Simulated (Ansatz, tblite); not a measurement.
Forces on the cluster Ir3⁺ at its PBE-D4/def2-TZVP geometry. The state is a singlet with charge 1.

In the def2 sets Ir takes a core potential; there is no spin–orbit coupling. The xTB rows come from tblite. The restricted singlet is unstable towards broken spin symmetry at other levels; at PBE-D4/def2-TZVP this wasn't settled. At PBE-D4/def2-TZVP an occupied level lies above an empty one. Another isomer (quintet) lies 1.74 eV lower at PBE0-D4/def2-TZVP; other spin states weren't run for this one.

GFN1-xTB (tblite), largest force 2.91 eV/Å:

```xyz
3
positions Å, forces eV/Å
Ir    0.351    0.355   -1.280   -0.744   -0.752    2.714
Ir   -0.561   -1.230    0.243    1.190    2.610   -0.514
Ir    0.210    0.876    1.037   -0.446   -1.858   -2.200
```

GFN2-xTB (tblite), largest force 0.86 eV/Å:

```
Ir 0.220 0.223 -0.804
Ir -0.352 -0.772 0.153
Ir 0.132 0.550 0.652
```

PBE-D4/def2-TZVP (Ansatz), largest force 0.94 eV/Å:

```
Ir -0.200 -0.389 0.223
Ir 0.384 0.843 -0.165
Ir -0.184 -0.454 -0.058
```
